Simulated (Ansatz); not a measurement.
Frontier orbitals of `[CH3][Al]([NH2])[CH2]F`.

Z-matrix (Å, degrees):
```
C
Al 1 1.945
H 1 1.094 2 110.8
H 1 1.093 2 112.7 3 121.1
H 1 1.094 2 110.8 3 -117.9
N 2 1.772 1 121.3 3 -121.0
C 2 1.987 1 122.5 3 59.0
H 6 1.007 2 124.6 1 0.0
H 6 1.007 2 125.7 1 -180.0
F 7 1.405 2 109.9 1 0.1
H 7 1.097 2 113.0 1 119.9
H 7 1.097 2 113.0 1 -119.7
```

Total charge 0; spin multiplicity 1. Geometry: relaxed with PBE0-D4/def2-TZVP. It is one conformer, not always the lowest. Basis def2-TZVPP, Ansatz.

Orbital energies of one run (eV). Highest occupied ones, from the top: -7.23, -7.25, -8.51, -9.16, -10.61, -10.65, -11.26, -12.21, -12.67, -12.83, -13.05, -18.15, -18.42, -22.49. Empty: -0.13, -0.10, 0.56, 1.34, 2.17, 2.58.

Question: Which functional gave them?
A. B97M-V
B. BHLYP
C. B3LYP
D. r2SCAN

Answer: C. HOMO energies: B3LYP -7.23, r2SCAN -6.32, B97M-V -6.39, BHLYP -8.79 eV.

B3LYP here is the variant with VWN-RPA as its local correlation; programs differ in this.
